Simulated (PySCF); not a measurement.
PySCF input file for ClI, SMILES ICl, B3LYP-D3(BJ)/def2-TZVP. Geometry: B3LYP-D3(BJ)/def2-TZVP. The def2 effective core potentials stand for the cores of I; spin–orbit coupling is left out.

```python
import numpy as np
from pyscf import gto, scf, dft, df
from pyscf.hessian import thermo

mol = gto.M(
    atom='''
    Cl    0.00000000    0.00000000   -1.77529727
    I     0.00000000    0.00000000    0.56943497
    ''',
    basis='def2-TZVP',
    ecp={'I': 'def2-tzvp'},
    charge=0,
    spin=0,
    max_memory=1600,
    verbose=3,
)
mf = dft.RKS(mol, xc='b3lyp').density_fit(auxbasis='def2-universal-jkfit')
mf.disp = 'd3bj'
mf.grids.level = 3
mf.conv_tol = 1e-11
mf.max_cycle = 100
mf.kernel()

# [left out here: the lines that compute and print the analytic Hessian (its translational invariance restored by hand, since the grid's response is missing), thermochemistry and intensities]
```

Log of the run:

```
converged SCF energy = -758.031272251947

WARN: DFTD3 does not support analytical Hessian, using finite difference


WARN: Mole.unit (angstrom) is changed to Bohr

Mode                                 0
Irrep
Freq [cm^-1]                      375.1929
Reduced mass [au]                  42.0699
Force const [Dyne/A]                3.4892
Char temp [K]                     539.8190
Normal mode                   x     y     z
       0  Cl                 0.00  0.00 -0.15
       1   I                 0.00  0.00  0.04
temperature 298.1500 [K]
pressure 101325.00 [Pa]
Rotational constants [GHz] inf 3.31743 3.31743
Symmetry number 1
Zero-point energy (ZPE) 0.00085 [Eh]   2244.152 [J/mol]
                           tot       elec      trans        rot        vib
Entropy [J/mol/K]       247.618      0.000    172.224     70.965      4.429
Cv [J/mol/K]             27.158      0.000     12.472      8.314      6.372
Cp [J/mol/K]             35.473      0.000     20.786      8.314      6.372
Internal energy [J/mol]                      3718.434   2478.956   3121.822
Internal energy [Eh]   -758.02772  -758.03127
Enthalpy [J/mol]                             6197.391   2478.956   3121.822
Enthalpy [Eh]          -758.02678
Gibbs free energy [J/mol]                  -45151.196 -18679.227   1801.403
Gibbs free energy [Eh] -758.05490
static polarisability / bohr^3: [[29.772 -0.    -0.   ]
 [ 0.    29.772 -0.   ]
 [ 0.     0.    59.11 ]]
largest difference of analytic and finite-field dipole derivatives / e: 0.00043253124501563267
mode   freq/cm-1   IR/(km/mol)   Raman/(A^4/amu)   depolarisation
   1      375.19         7.063            15.210            0.273
max |gradient| / (hartree/bohr): 2.74171461990572e-05
APT charges: [-0.2211  0.221 ]
```

The calculation finished and met its thresholds.
